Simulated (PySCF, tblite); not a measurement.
Compound: C₆H₁₁FOSi.
SMILES: `F[SiH2]COC1=CCCC1`

Jobs on this species (20 atoms, 78 electrons) with PySCF (density fitting) and tblite. Hardware of each: an Arm Neoverse N1 with one thread, on a shared host. The host was shared with other jobs, so the times are rough.

Question: Rank these jobs by wall time, shortest first.
A. GFN2-xTB; L-BFGS relaxation
B. PBE0/pcSseg-1; shieldings, ring-centre shieldings, charges and field gradients, density and orbital grids written; 215 basis functions
C. GFN2-xTB; Hessian by finite differences

Answer: A (0.67 s), C (1.4 s), B (96 s).

All jobs:

| level and settings | work | basis functions | SCF cycles | wall time |
| --- | --- | --- | --- | --- |
| GFN2-xTB | L-BFGS relaxation | – | – | 0.67 s |
| GFN2-xTB | Hessian by finite differences | – | – | 1.4 s |
| PBE0/pcSseg-1 | shieldings, ring-centre shieldings, charges and field gradients, density and orbital grids written | 215 | 14 | 96 s |

Q: What do all jobs in the table cost together?

A: About 98 s; the longest takes about 98 % of that, and about 140 times as long as the shortest.
